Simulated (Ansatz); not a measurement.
`NC1(N)O[SiH2]1`: the same geometry under several functionals.

```yaml
crystal:
  periodic: [false, false, false]
  atoms:
    - {symbol: N, position_ang: [0.182835, 1.253829, 0.812298]}
    - {symbol: C, position_ang: [0.048639, -0.007977, 0.192284]}
    - {symbol: N, position_ang: [0.170175, -1.115169, 1.083004]}
    - {symbol: O, position_ang: [-1.157499, -0.215507, -0.636898]}
    - {symbol: Si, position_ang: [0.198583, -0.304021, -1.604925]}
    - {symbol: H, position_ang: [0.191157, 2.017088, 0.149328]}
    - {symbol: H, position_ang: [-0.563226, 1.407309, 1.485694]}
    - {symbol: H, position_ang: [-0.734775, -1.346061, 1.478124]}
    - {symbol: H, position_ang: [0.828150, -0.905430, 1.821360]}
    - {symbol: H, position_ang: [0.338317, 0.786118, -2.603093]}
    - {symbol: H, position_ang: [0.563043, -1.627279, -2.156575]}
basis:
  gaussian: {orbitals: def2-TZVPP}
hamiltonian: {xc: {name: wB97X-V}}
output: {orbitals: {seedname: orbitals}}
```

```sh
$ ansatz run in.yaml --threads 4 --pin off --events-out ev --progress --plain --max-ram 10444MiB
```

Output, abridged:

```
Functional definition: wB97X-V
1286 factors; their error is unknown
304 factors; integrals over basis functions are off by at most 9.9e-6 eV
mean field evaluation 1: about -14030.6049 eV, gradient 6.5e1 eV
mean field evaluation 2: about -14030.2986 eV, gradient 6.9e1 eV
mean field evaluation 4: about -14038.4691 eV, gradient 3.4e0 eV
mean field evaluation 8: about -14038.4985 eV, gradient 7.1e-2 eV
mean field evaluation 16: about -14038.5017 eV, gradient 2.0e-4 eV
mean field -14038.50174058 eV, -515.9054233279 hartree, gradient 1.8e-5 eV, S^2 0.000000; 0 other end points of the search recorded, 0 dependent functions left out
reference -14038.50173852 eV, -515.9054232524 hartree; 24, 24 occupied and 226, 226 virtual orbitals, 1286 factors
Total energy: -14038.50173852 eV, -515.9054232524 hartree
```

Run time 8.5 s (4 threads of an Arm Neoverse V1 on a shared host); peak host memory 0.72 GiB.

With the line `hamiltonian: {xc: pbe, dispersion: d4}` and forces (abridged; 2.7 s):

```
Functional definition: PBE
mean field evaluation 16: about -14030.5747 eV, gradient 9.5e-3 eV
mean field -14030.57472392 eV, -515.6141108391 hartree, gradient 2.7e-5 eV, S^2 0.000000
Total energy: -14030.80470520 eV, -515.6225624952 hartree
Atom 0 force     0.345037     0.030736     0.139373 eV/Å
Atom 1 force     0.251144     0.074201     0.281837 eV/Å
Atom 2 force     0.130741    -0.264737    -0.137600 eV/Å
Atom 3 force    -0.901788    -0.079428    -0.018925 eV/Å
Atom 4 force     0.453700    -0.021236    -0.492777 eV/Å
Atom 5 force     0.011476     0.290551    -0.228608 eV/Å
Atom 6 force    -0.253929     0.064529     0.249992 eV/Å
Atom 7 force    -0.302397    -0.109541     0.141337 eV/Å
Atom 8 force     0.218833     0.054498     0.267448 eV/Å
Atom 9 force     0.002426     0.130977    -0.135209 eV/Å
Atom 10 force     0.044756    -0.170550    -0.066868 eV/Å
Dipole moment:     0.053840     0.207267     0.100619 e Å
```
